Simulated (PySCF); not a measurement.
CrOCl3 (doublet state).
Bonds: Cr1–O2, Cr1–Cl3, Cr1–Cl4, Cr1–Cl5.

Theory: PBE0-D3(BJ)/def2-SVP geometry optimisation, gas phase in PySCF.

What internal coordinates does the optimisation give?

```json
{"bond": "Cr1–O2", "length (pm)": "150.8"}
{"bond": "Cr1–Cl3, Cr1–Cl4", "length (pm)": "210.9"}
{"bond": "Cr1–Cl5", "length (pm)": "211.9"}
```

Bonds in one row agree within 1 pm and their mean is given. A selection of angles:
```json
{"angle": "O2–Cr1–Cl3", "degrees": "113.8"}
{"angle": "O2–Cr1–Cl5", "degrees": "105.2"}
{"angle": "Cl3–Cr1–Cl4", "degrees": "114.7"}
{"angle": "Cl3–Cr1–Cl5", "degrees": "104.9"}
{"angle": "Cl4–Cr1–Cl5", "degrees": "103.6"}
```

Cr1 (chromium bonded to 3 Cl and O) is distorted tetrahedral (angles from 103.6° to 114.7°).

Point group: near C3v, missed by 0.20 Å at most; the miss may be what the optimiser left on a soft mode (Cs holds within 0.08 Å). Whether it is a minimum is left open (no frequencies). ⟨S²⟩ = 0.781 (exact for a doublet: 0.75).

Time: 2.4 min of wall time. Hardware: one thread, x86-64 server, no GPU, shared host. That covers the optimisation of the geometry.

For an open-shell metal species like this, the optimisation's SCF solution wasn't tested for stability and no frequencies at its level were run, so a lower state or another shape may exist.
